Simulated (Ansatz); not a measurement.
`C[NH][SnH]([F])[Cl]` + CH₃OH → `C[O][SnH]([F])[Cl]` + CH₃NH₂  (ligand exchange at the Sn–N bond)

Isolated molecules relaxed with PBE0-D4/def2-TZVP in Ansatz; ΔE leaves out vibrations. CCSD(T)/CBS is the MP2 limit (def2-TZVPP, def2-QZVPP) plus CCSD(T) − MP2 in def2-TZVPP, frozen cores. This one scheme is used for every species. Functionals use def2-TZVPP. B3LYP here is the variant with VWN-RPA as its local correlation; programs differ in this. def2 core potentials past Kr. For Sn outer-core shells are correlated without core-valence functions, which leaves a few kJ/mol of doubt a bond. One conformer a species, not always the lowest.

Task: Is it downhill or uphill in electronic energy at CCSD(T)/CBS, and by how much? (Best estimate.)

Result: Computed: Downhill: ΔE = -4.7 kcal/mol.

Task: What do these levels give: LDA (SPW92), revPBE-D4, ωB97X-V, ωB97M-V, BLYP, B3LYP, CAM-B3LYP, LC-ωPBE, CCSD/def2-SVP, MP2/def2-TZVPP, SCS-MP2/def2-TZVPP, CCSD/def2-TZVPP? (An estimate is asked.)

Result: Ansatz gave: LDA (SPW92) -4.0, revPBE-D4 -4.8, ωB97X-V -5.3, ωB97M-V -4.9, BLYP -6.2, B3LYP -5.7, CAM-B3LYP -5.7, LC-ωPBE -5.0, CCSD/def2-SVP -5.3, MP2/def2-TZVPP -4.2, SCS-MP2/def2-TZVPP -4.7, CCSD/def2-TZVPP -4.5 kcal/mol.

Task: What do rigid-rotor, harmonic-oscillator terms from PBE0-D4/def2-TZVP frequencies (298.15 K, 1 bar) make of the CCSD(T)/CBS value? (An estimate is asked.)

Result: The calculation gave: ΔZPE = +0.3 kcal/mol, ΔH = -4.5 kcal/mol, ΔS = 0 J/(mol·K), ΔG = -4.5 kcal/mol. Modes under 50 cm⁻¹ make the entropy rough.

Largest T1 diagnostic among the species: 0.014.

In def2-TZVPP, CCSD(T) changes the Hartree–Fock value by +1.4 kcal/mol (the triples alone add −0.0 kcal/mol) and MP2 by +1.6 kcal/mol. Leaving LDA and LC-ωPBE aside and taking each functional with its dispersion term where it has one, the values, not all of them listed here, spread over 2.3 kcal/mol, from B97M-V to HSE06-D4. LDA lies +1.1 kcal/mol from PBE without D4. From BLYP to BHLYP (50 % exact exchange), in def2-TZVPP and without D4, ΔE moves by +0.8 kcal/mol.
